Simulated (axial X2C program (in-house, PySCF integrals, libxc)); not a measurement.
**Worked dissociation energy of WBr⁺: CCSD, scalar-relativistic**

Calculated with an in-house relativistic program for diatomic molecules. Spin-free means the one-electron spin-free X2C Hamiltonian. Basis: W dyall-cv3z [13s14p9d7f4g], Br dyall-cv3z [8s9p6d4f1g] (cores contracted in-house); Gaussian nuclei, density fitting, unrestricted open shells. Masses: W 183.951 u, Br 78.918 u.

Molecular state: M_S = 2, Λ = 1 (beyond evenly filled blocks: σα, π+α, δ+α, δ-α).

Correlated methods: 12 electrons correlated (number of frozen shells: W 5 s, 4 p, 2 d, 1 f; Br 3 s, 2 p, 1 d), 330 virtual spin orbitals or spinors in MP2, 90 natural virtuals in coupled cluster.

- E(W+) (2M_S = 5, M_L = 0): -16138.248592 hartree
- E(Br) (2M_S = 1, M_L = 0): -2604.660147 hartree
- E(WBr⁺) at Re: -18743.027835 hartree
- ωe: 316.8 cm⁻¹
- ωexe: 0.59 cm⁻¹

(1) Work out De and D0.

Occupations by symmetry block were frozen at the best pattern of an incomplete PBE0 search. Dissociation energies refer to the lowest single-determinant-based atoms at the same level and basis. CCSD ran in a truncated set of natural virtual spinors with an MP2 remainder; without triples it tends to underbind. The determinant is spin-polarised beyond a pure state at some levels (its spin-free form has ⟨S²⟩ too high), which makes Re and μ there less reliable. With the outer-core shells frozen, correlated bond lengths of heavy atoms tend to come out a few hundredths of an ångström too long. Spin-free De lacks the spin–orbit lowering of the heavy p-block atom, a tenth of an eV or more for 4p and 5p, up to an eV for 6p and one to two eV for 7p atoms, less what an open-shell molecule gains itself.

Each atomic determinant is the lowest at this level and need not be a pure term. Totals compare only within one Hamiltonian and basis.

## Answers

(1) De = -16138.248592 + (-2604.660147) − (-18743.027835) = 0.11910 hartree = 3.241 eV. The zero-point energy is ωe/2 − ωexe/4 = 158 cm⁻¹ = 0.020 eV, so D0 = 3.221 eV.
